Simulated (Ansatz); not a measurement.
Ansatz (a program for electronic structure) input:

Ansatz 0.2 input:
```yaml
crystal:
  periodic: [false, false, false]
  atoms:
    - {symbol: Cu, position_ang: [0.00000000, 0.00000000, 0.00000000]}
    - {symbol: I, position_ang: [0.00000000, 0.00000000, 2.47570087]}
    - {symbol: I, position_ang: [-0.00000000, -0.00000000, -2.47570087]}
basis:
  gaussian:
    orbitals: def2-TZVPD
hamiltonian:
  xc: {name: CAM-B3LYP}
total_charge: -1
magnetization: {spin_polarized: true, initial_magnetization: 2}
```

Question: Which total energy does the run end on?

Answer: -2236.12061 Eh (CAM-B3LYP/def2-TZVPD). The basis has 166 functions.

This state (charge -1, triplet) is run at the relaxed geometry of the species with charge -1 and multiplicity 1, and is a spin state other than that species' own.
